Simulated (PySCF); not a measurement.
Start geometry of `[PH3]->[Mn](<-[PH3])(<-[PH3])([Cl])([Cl])[Cl]` (mer-MnCl3(PH3)3) [triplet] from GFN2-xTB (Å):
```
atom  x, y, z in Å
Mn1    0.2649   -0.0677   -0.1461
Cl2   -0.5021   -0.1017    1.9601
Cl3    0.4031    0.0997   -2.2938
Cl4    2.4888    0.0043    0.3311
P5    -2.0311   -0.0208   -0.2707
H6    -2.7276    1.0076    0.4209
H7    -2.6735   -1.0612    0.3442
H8    -2.7449    0.0588   -1.4173
P9     0.7455    2.1909    0.2121
H10    1.7485    2.6653   -0.6185
H11    1.2950    2.4601    1.4004
H12   -0.0326    3.3221    0.1188
P13    0.6865   -2.1412   -0.0731
H14    1.7337   -2.5753   -0.8655
H15   -0.0306   -3.3476   -0.2038
H16    1.3421   -2.5270    1.1677
```

Task: What comes out of this run: PySCF, PBE0-D3(BJ)/def2-SVP geometry optimisation, gas phase?

Result: 
```
atom  x, y, z in Å
Mn1    0.3859   -0.0029    0.0112
Cl2   -0.3364   -0.0771    2.1545
Cl3    0.6131    0.1123   -2.2038
Cl4    2.6210   -0.0510    0.4959
P5    -1.9053    0.0213   -0.3163
H6    -2.6465    1.0772    0.2736
H7    -2.6488   -1.0662    0.2102
H8    -2.4496    0.0595   -1.6276
P9     0.7005    2.2862    0.2126
H10    1.6381    2.8325   -0.6929
H11    1.2500    2.6877    1.4513
H12   -0.3381    3.2528    0.0911
P13    0.6631   -2.3085   -0.0054
H14    1.5851   -2.7787   -0.9677
H15   -0.3875   -3.2495   -0.2043
H16    1.2212   -2.8295    1.1840
```

The energy falls by 0.844 eV over 11 energy and gradient evaluations, the largest force component goes from 0.0582 to 4.3e-04 Eh/bohr, and the atoms move by 0.235 Å rms after alignment. The bond that changes most is Mn1–P13 (ends: manganese bonded to 3 Cl and 3 P; phosphorus bonded to Mn and 3 H), which lengthens by 0.205 Å. Bonds longer at the end by more than 0.005 Å: 12 of 15; shorter: 2. Among the angles that change most is Mn1–P13–H15, from 137.2° to 124.7°. Among the dihedrals that turn most is P5–Mn1–P13–H14, from 136° to 124°. Rotational constants go from 751.5, 689.2, 670.7 to 688.2, 676.2, 649.3 MHz. The orientation of the end geometry is arbitrary; only internal coordinates are fixed.

The run used 184 basis functions and 147 SCF cycles in all. On Intel Xeon at 2.50 GHz, one thread, no GPU, shared host with 64 logical CPUs at a one-minute load of 56, this took 37 min and 1.1 GiB of memory at its peak.

No PBE0-D3(BJ)/def2-SVP frequencies stand behind this structure, so it isn't proved a minimum. ⟨S²⟩ = 2.048 (exact for a triplet: 2.00).
